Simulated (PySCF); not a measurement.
# Partial charges of `C[SiH2]C[SiH2]SC`

Species: C3H12SSi2.
Z-matrix (Å and degrees, GFN2-xTB geometry), rows numbered from 1:
```
C 
Si  1  1.8928
C   2  1.9087  1  110.61
Si  3  1.8864  2  116.37  1   -52.87
S   4  2.1498  3  107.38  2    78.11
C   5  1.8171  4   99.47  3   177.84
H   1  1.0859  2  111.50  3  -171.83
H   1  1.0864  2  111.35  3   -51.26
H   1  1.0862  2  111.09  3    67.99
H   2  1.4707  1  110.53  3   119.78
H   2  1.4704  1  110.22  3  -119.83
H   3  1.0887  2  108.38  1  -174.62
H   3  1.0897  2  108.71  1    70.21
H   4  1.4665  3  112.99  2  -165.08
H   4  1.4642  3  113.77  2   -40.25
H   6  1.0847  5  106.92  4   179.50
H   6  1.0856  5  109.73  4    60.17
H   6  1.0858  5  109.70  4   -61.19
```

Density: PBE0/pcSseg-1 (PySCF); schemes: Mulliken, IAO, Hirshfeld and ESP-fitted. Geometry: GFN2-xTB, one conformer, isolated molecule.

Task: Give the atomic charges in each scheme.

Result: In e; atoms taken as equivalent share a row and are averaged (×n: the atom named and its like, n in all):

| atom | environment | Mulliken | IAO | Hirshfeld | ESP-fitted |
| --- | --- | --- | --- | --- | --- |
| C1 | Si-methyl carbon | -0.630 | -0.718 | -0.216 | -0.620 |
| Si2 | SiH2 silicon | +0.638 | +0.774 | +0.346 | +0.757 |
| C3 | sp3 carbon bound to silicon | -0.859 | -0.829 | -0.246 | -0.670 |
| Si4 | SiH2 silicon | +0.593 | +0.695 | +0.314 | +0.523 |
| S5 | sulfur bonded to C and Si | -0.325 | -0.197 | -0.093 | -0.282 |
| C6 | S-methyl carbon | -0.390 | -0.498 | -0.116 | -0.439 |
| H7/H8/H9 | methyl hydrogen | +0.147 | +0.159 | +0.039 | +0.147 |
| H10/H11 | Si–H hydrogen | -0.080 | -0.131 | -0.085 | -0.185 |
| H12/H13 | methylene hydrogen | +0.177 | +0.169 | +0.045 | +0.174 |
| H14/H15 | Si–H hydrogen | -0.064 | -0.131 | -0.083 | -0.103 |
| H16/H17/H18 | methyl hydrogen | +0.154 | +0.160 | +0.047 | +0.173 |

Mean size of the charges over all atoms: IAO 0.307 e, ESP-fitted 0.287 e, Mulliken 0.277 e, Hirshfeld 0.112 e. Each set sums to the total charge, 0, to within 0.001 e. The Mulliken scheme gives each basis function's population to the atom it is centred on and halves the overlap population of two atoms between them.

Some averages cover members that differ in this geometry: H16/H17/H18, ESP-fitted +0.152 to +0.212 e.

Lowest charge. All schemes agree: Mulliken C3 (-0.859); IAO C3 (-0.829); Hirshfeld C3 (-0.246); ESP-fitted C3 (-0.670).

Highest charge. All schemes agree: Mulliken Si2 (+0.638); IAO Si2 (+0.774); Hirshfeld Si2 (+0.346); ESP-fitted Si2 (+0.757).

Task: How many electrons does the IAO scheme count on Si2?

Result: Z − q = 14 − (+0.774) = 13.226.

Task: How closely do the schemes follow one another over all atoms?

Result: Correlation coefficient and root-mean-square difference: IAO with ESP-fitted 0.99, 0.069 e; Mulliken with IAO 0.99, 0.067 e; Mulliken with ESP-fitted 0.98, 0.070 e; IAO with Hirshfeld 0.97, 0.258 e; Hirshfeld with ESP-fitted 0.97, 0.215 e; Mulliken with Hirshfeld 0.94, 0.229 e.
